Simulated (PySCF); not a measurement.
Delta-SCF ions had no search for a lower state. Excitations are Tamm–Dancoff values on a coarser integration grid. The basis has no diffuse functions, so Rydberg states are missing or too high.

## C₃H₆S, SMILES `SC1CC1` (H–S–C–C torsion 37°) (charge 0, multiplicity 1)

Calculation: PBE0-D3(BJ)/def2-TZVP (PySCF).

```json
{
 "HOMO": "-6.48 eV",
 "dipole_moment": "1.61 D",
 "HOMO–LUMO gap": "6.96 eV",
 "LUMO": "0.48 eV",
 "S1 excitation (TDA)": "5.23 eV",
 "S1 oscillator strength": "0.001",
 "T1 excitation (TDA)": "4.69 eV",
 "S1–T1 gap (TDA)": "0.55 eV",
 "vertical ionisation energy (Delta-SCF)": "8.71 eV",
 "total_energy": "-14037.28 eV",
 "cost": "roughly 80 core-seconds"
}
```

```xyz
10

S      2.0101    -0.7091     0.0779
C      0.3261    -0.3742     0.5691
C     -0.3837     0.8918     0.2234
C     -0.8206    -0.4136    -0.3847
H      1.9339    -0.1221    -1.1273
H      0.1586    -0.7799     1.5603
H      0.1355     1.5967    -0.4144
H     -1.0138     1.3495     0.9764
H     -1.7517    -0.8552    -0.0506
H     -0.5943    -0.5839    -1.4302
```
